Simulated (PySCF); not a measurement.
**Zinc: a sound run and one with changed settings**

Sound run: Zn²⁺ [Ar] 3d10, Zn³⁺ [Ar] 3d9. All numbers are calculated (PySCF 2.14, scalar relativity by spin-free X2C-1e, in aug-cc-pVDZ-DK). In the sound run the correlated levels freeze [Ar]. The sound run starts from symmetry-adapted Hartree-Fock orbitals and uses a fine grid where one is needed.

Changed run: no relativity, point nucleus. This setting is unsound on purpose.

```csv
species,method,sound run (hartree),changed run (hartree),converged
Zn²⁺,UHF,-1793.36104,-1767.77370,yes
Zn²⁺,M06-2X,-1794.94245,-1769.36767,yes
Zn²⁺,TPSS,-1794.90312,-1769.32448,yes
Zn²⁺,MP2,-1793.74337,-1768.15302,yes
Zn³⁺,UHF,-1791.99838,-1766.39474,yes
Zn³⁺,M06-2X,-1793.49869,-1767.90772,yes
Zn³⁺,TPSS,-1793.44433,-1767.85071,yes
Zn³⁺,MP2,-1792.27641,-1766.67121,yes
```

Ionisation energy of Zn²⁺:

| method | sound run (eV) | changed run (eV) |
| --- | --- | --- |
| UHF | 37.080 | 37.523 |
| M06-2X | 39.287 | 39.727 |
| TPSS | 39.695 | 40.103 |
| MP2 | 39.918 | 40.322 |
| SCS-MP2 | 39.565 | 39.973 |

Most of the change in total energy is the relativistic energy itself. On top of that the contraction fixes the core shape for the Hamiltonian it was made with, so the changed run is not a good calculation with the other Hamiltonian either.

For comparison, NIST gives 39.723 eV between the lowest levels.
